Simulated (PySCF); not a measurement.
# Spinor energies of Co³⁺ (cobalt, charge +3)

Start: [Ar] 3d5 4s1; 3d5/2 filled at m_j = -3/2, -1/2, +1/2, +3/2, +5/2; 4s1/2 filled at m_j = +1/2. Calculated with PySCF 2.14 in x2c-TZVPall-2c: generalised Hartree-Fock with the X2C-1e Hamiltonian and a Gaussian nucleus; one run each with spin-orbit coupling (SO) switched off, then screened by Boettger's factors. This is a chosen level, not necessarily the ground level.

```
spinor shell  electrons  ε, spin-free (eV)  ε, screened SO (eV)  weight of nominal j (screened SO)  rms radius, screened SO (bohr)
       1s1/2          2            -7825.6              -7825.5                              1.000                          0.0649
       2s1/2          2            -1015.6              -1015.6                              1.000                           0.276
       2p1/2          2            -873.03              -883.68                              0.974                           0.247
       2p3/2          4            -873.03              -867.83                              0.987                           0.249
       3s1/2          2            -173.34              -173.34                              1.000                           0.815
       3p1/2          2            -128.93              -129.63                              0.663                           0.858
       3p3/2          4            -128.93              -128.60                              0.831                           0.863
       3d5/2          5            -68.440              -68.438                              0.589                           0.967
       4s1/2          1            -38.828              -38.828                              1.000                            2.47
```

```json
{"quantity": "E (hartree)", "spin-free": "-1389.49777", "screened SO": "-1389.52349"}
{"quantity": "M_J", "spin-free": "3", "screened SO": "3"}
{"quantity": "⟨J²⟩", "spin-free": "12.001", "screened SO": "12.001"}
{"quantity": "⟨L²⟩", "spin-free": "0.000", "screened SO": "0.003"}
{"quantity": "⟨S²⟩", "spin-free": "12.001", "screened SO": "11.997"}
```

Each row is a mean over spinors that exchange with the open shell spreads, by up to 17.693 eV (3p3/2).

Rows whose weight is well below 1 are mixtures of j = l ± 1/2: exchange outweighs spin-orbit coupling there, and the label is only the starting occupation.

Without spin-orbit coupling the j labels of p, d and f shells carry no meaning; the spin-free column gives the mean over the occupied spinors of each nl shell.
